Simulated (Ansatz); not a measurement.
Ansatz (an electronic-structure program) input (B3LYP-D3(BJ)/def2-TZVP):

Ansatz 0.2 input:
```yaml
crystal:
  periodic: [false, false, false]
  atoms:
    - {symbol: C, position_ang: [-1.17637275, 0.03324096, -0.27806864]}
    - {symbol: O, position_ang: [0.02786413, 0.79093838, -0.10109177]}
    - {symbol: C, position_ang: [1.08405944, 0.08687310, 0.24996511]}
    - {symbol: F, position_ang: [1.42206820, -0.86662827, -0.64049392]}
    - {symbol: F, position_ang: [2.13372562, 0.88447340, 0.38313110]}
    - {symbol: F, position_ang: [0.93540375, -0.56946237, 1.41804863]}
    - {symbol: H, position_ang: [-1.45567856, -0.46293656, 0.65317612]}
    - {symbol: H, position_ang: [-1.05068050, -0.70282598, -1.07421478]}
    - {symbol: H, position_ang: [-1.92928852, 0.76476027, -0.55603646]}
basis:
  gaussian:
    orbitals: def2-TZVP
hamiltonian:
  xc: b3lyp
  dispersion: d3bj
relax: {f_tol: 0.002, max_steps: 150}
```

End of the output:

```
the calculation of the forces begins
reference -12326.13074239 eV, -452.9769498312 hartree; 25, 25 occupied and 179, 179 virtual orbitals, 1111 factors
relax step   3: F+E_penalty+E_count = -12326.34666392 eV  Δ(F+E_penalty+E_count) = -3.837e-3 eV  max|allowed force component| = 5.619e-2 eV/Å  Δτ_max = 0.0101 Å  (33 SCF iters, accepted)
these checks for a lower state are left out or cut short: starts, cluster_reference, orbital_swaps, neighbouring_geometries, increment
integrals: 0.11 GiB planned
1111 factors; their error is unknown
mean field: 1.04 GiB planned
mean field -12326.13066341 eV, -452.9769469290 hartree, gradient 8.2e-6 eV, S^2 0.000000; 0 other end points of the search recorded, 0 dependent functions left out
the calculation of the forces begins
reference -12326.13086250 eV, -452.9769542454 hartree; 25, 25 occupied and 179, 179 virtual orbitals, 1111 factors
relax step   4: F+E_penalty+E_count = -12326.34674513 eV  Δ(F+E_penalty+E_count) = -8.121e-5 eV  max|allowed force component| = 2.496e-2 eV/Å  Δτ_max = 0.0011 Å  (33 SCF iters, accepted)
these checks for a lower state are left out or cut short: starts, cluster_reference, orbital_swaps, neighbouring_geometries, increment
integrals: 0.11 GiB planned
1111 factors; their error is unknown
mean field: 1.04 GiB planned
mean field -12326.13065351 eV, -452.9769465650 hartree, gradient 8.2e-6 eV, S^2 0.000000; 0 other end points of the search recorded, 0 dependent functions left out
the calculation of the forces begins
reference -12326.13085262 eV, -452.9769538823 hartree; 25, 25 occupied and 179, 179 virtual orbitals, 1111 factors
relax step   5: F+E_penalty+E_count = -12326.34676066 eV  Δ(F+E_penalty+E_count) = -1.553e-5 eV  max|allowed force component| = 4.250e-3 eV/Å  Δτ_max = 0.0007 Å  (32 SCF iters, accepted)
these checks for a lower state are left out or cut short: starts, cluster_reference, orbital_swaps, neighbouring_geometries, increment
integrals: 0.11 GiB planned
1111 factors; their error is unknown
mean field: 1.04 GiB planned
mean field -12326.13065688 eV, -452.9769466890 hartree, gradient 8.2e-6 eV, S^2 0.000000; 0 other end points of the search recorded, 0 dependent functions left out
the calculation of the forces begins
reference -12326.13085599 eV, -452.9769540061 hartree; 25, 25 occupied and 179, 179 virtual orbitals, 1111 factors
relax step   6: F+E_penalty+E_count = -12326.34676238 eV  Δ(F+E_penalty+E_count) = -1.722e-6 eV  max|allowed force component| = 5.092e-4 eV/Å  Δτ_max = 0.0010 Å  (32 SCF iters, accepted)
integrals: 0.11 GiB planned
1111 factors; their error is unknown
mean field: 1.04 GiB planned
mean field evaluation 64: about -12326.0971 eV, gradient 2.9e0 eV
mean field -12326.13065688 eV, -452.9769466890 hartree, gradient 8.2e-6 eV, S^2 0.000000; 1 other end points of the search recorded, 0 dependent functions left out
the calculation of the forces begins
reference -12326.13085599 eV, -452.9769540061 hartree; 25, 25 occupied and 179, 179 virtual orbitals, 1111 factors
Total energy: -12326.34696149 eV, -452.9848957367 hartree
Atom 0 at    -1.186794     0.033244    -0.280119 Å, force    -0.000412    -0.000266    -0.000052 eV/Å
Atom 1 at     0.029080     0.781043    -0.098772 Å, force     0.000509     0.000312     0.000112 eV/Å
Atom 2 at     1.107393     0.073911     0.257265 Å, force    -0.000072     0.000002    -0.000022 eV/Å
Atom 3 at     1.436764    -0.872212    -0.651566 Å, force     0.000042    -0.000063    -0.000205 eV/Å
Atom 4 at     2.137781     0.906415     0.381762 Å, force    -0.000356     0.000077    -0.000061 eV/Å
Atom 5 at     0.943919    -0.573937     1.433357 Å, force    -0.000048    -0.000112     0.000105 eV/Å
Atom 6 at    -1.474407    -0.457482     0.649227 Å, force     0.000090    -0.000030    -0.000175 eV/Å
Atom 7 at    -1.067454    -0.700437    -1.076789 Å, force     0.000056    -0.000088     0.000353 eV/Å
Atom 8 at    -1.935180     0.767889    -0.559951 Å, force     0.000191     0.000167    -0.000057 eV/Å
Dipole moment:    -0.512899    -0.084090    -0.109459 e Å
```
